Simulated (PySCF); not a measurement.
# Radial density of Si(2+) (silicon, charge +2)

M06-L, [Ne] 3p2, high-spin 3P determinant (an excited configuration). All numbers are calculated (PySCF 2.14, the spin-free X2C one-electron Hamiltonian (Gaussian nucleus), in x2c-QZVPPall).

```tsv
r (bohr)	4πr²ρ (e/bohr)	4πr²(ρα − ρβ)
0.00224	0.1182	0.0000
0.00377	0.3118	0.0000
0.00635	0.8008	0.0000
0.0107	1.964	0.0000
0.0180	4.458	0.0002
0.0302	8.851	0.0009
0.0508	14.05	0.0050
0.0855	15.57	0.0247
0.144	11.24	0.0918
0.242	10.54	0.2088
0.407	14.33	0.1881
0.684	8.190	-0.0197
1.15	1.558	0.4189
1.94	1.113	1.0973
3.26	0.3284	0.3284
5.48	0.005323	0.0053
```

Densities and radii are taken from the X2C orbitals without a picture-change correction, which distorts them close to the nucleus.

Task: Where is the radial spin density 4πr²(ρα − ρβ) most negative, and why is it negative at all?

Result: Around r = 0.684 bohr, down to -0.0197 e/bohr: exchange with the open shell polarises the paired shells in an unrestricted calculation.
